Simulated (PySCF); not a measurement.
## Radial density of Ti (titanium, neutral)

UHF, [Ar] 3d4, high-spin 5D determinant (an excited configuration). Calculation: PySCF 2.14, in aug-cc-pVTZ; the non-relativistic Hamiltonian (point nucleus).

```csv
r (bohr),4πr²ρ (e/bohr),4πr²(ρα − ρβ)
0.00124,0.1307,0.0000
0.00209,0.3562,0.0000
0.00351,0.9468,-0.0001
0.00591,2.411,-0.0002
0.00994,5.715,-0.0006
0.0167,12.02,-0.0012
0.0281,20.72,-0.0022
0.0473,26.00,-0.0034
0.0795,21.88,-0.0061
0.134,20.55,-0.0093
0.225,27.94,0.0522
0.379,15.96,0.3998
0.637,8.244,1.1494
1.07,9.554,1.7402
1.80,2.948,1.3590
3.03,0.6207,0.5794
5.10,0.1276,0.1275
8.57,0.009757,0.0098
14.4,8.680e-05,0.0001
```

(1) Where is the radial spin density 4πr²(ρα − ρβ) most negative, and why is it negative at all?

Answers

(1) Around r = 0.134 bohr, down to -0.0093 e/bohr: exchange with the open shell polarises the paired shells in an unrestricted calculation.
